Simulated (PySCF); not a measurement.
**Computed properties of Au2, SMILES [Au][Au], multiplicity 1**

Au2, SMILES [Au][Au], multiplicity 1. Geometry: B3LYP-D3(BJ)/def2-TZVPD. The spin state was assumed, not searched. The def2 effective core potentials stand for the cores of Au; spin–orbit coupling is left out. The values are those of a single conformer. All values are computed for the isolated molecule unless a solvent is named; none is compared with measurement here.

**Structure.** The optimised structure has D∞h symmetry. All 1 harmonic modes at B3LYP-D3(BJ)/def2-TZVPD (PySCF) are real, so it is a minimum.

**Vibrations.** No mode carries more than 0.5 km/mol of infrared intensity. The softest mode is at 167 cm⁻¹ and the zero-point energy is 0.2 kcal/mol.

**Electronic structure.** HF/def2-TZVPD (PySCF) places the frontier levels at -7.86 and -0.28 eV, a gap of 7.58 eV, and gives a dipole moment of 0.00 D and a mean polarisability of 84.0 bohr³. PBE/def2-TZVPD (PySCF) at the same geometry gives -6.35 and -4.31 eV, so its gap is 5.54 eV narrower. An orbital gap is neither the optical nor the fundamental gap.

**Excitations.** TDA-M06-2X/def2-TZVPD (PySCF) has S1 at 3.18 eV (390 nm, f = 0.332, bright); the most intense of the 10 singlets computed lies at 3.18 eV (f = 0.33). Strengths of degenerate partners are summed. T1 (TDA) is at 1.72 eV, 1.46 eV under S1. No vertical singlet excitation falls in the visible range (under 3.1 eV).
